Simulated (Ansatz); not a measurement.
One change: `CC(=N)BCl` becomes `C[C](=N)[AlH2]`.

Ansatz, PBE0-D4/def2-TZVP geometries, multiplicity 1. Each molecule was computed in one conformer, which needn't be the lowest.

```csv
property,`CC(=N)BCl`
HOMO–LUMO gap (ωB97M-V/def2-TZVPP) / eV,9.82
LUMO energy (PBE/def2-TZVPP) / eV,-3.33
LUMO energy (PBE0/def2-TZVPP) / eV,-2.35
HOMO energy (PBE0/def2-TZVPP) / eV,-7.68
HOMO energy (B3LYP/def2-TZVPP) / eV,-7.45
HOMO energy (ωB97M-V/def2-TZVPP) / eV,-10.04
```

**Question.** Give the same properties after the change, and the shifts. (An estimate is asked.)

**Answer.** The calculation gave: 
```json
{"property": "HOMO–LUMO gap (ωB97M-V/def2-TZVPP) / eV", "`C[C](=N)[AlH2]`": "8.64", "shift": "-1.18"}
{"property": "LUMO energy (PBE/def2-TZVPP) / eV", "`C[C](=N)[AlH2]`": "-2.88", "shift": "0.45"}
{"property": "LUMO energy (PBE0/def2-TZVPP) / eV", "`C[C](=N)[AlH2]`": "-2.06", "shift": "0.29"}
{"property": "HOMO energy (PBE0/def2-TZVPP) / eV", "`C[C](=N)[AlH2]`": "-6.71", "shift": "0.97"}
{"property": "HOMO energy (B3LYP/def2-TZVPP) / eV", "`C[C](=N)[AlH2]`": "-6.52", "shift": "0.93"}
{"property": "HOMO energy (ωB97M-V/def2-TZVPP) / eV", "`C[C](=N)[AlH2]`": "-8.99", "shift": "1.05"}
```

With PBE0 the HOMO rises by 0.97 eV and the LUMO rises by 0.29 eV, so the gap narrows by about 0.68 eV. PBE moves the HOMO by 0.76 eV and ωB97M-V by 1.05 eV.

B3LYP here is the variant with VWN-RPA as its local correlation; programs differ in this.
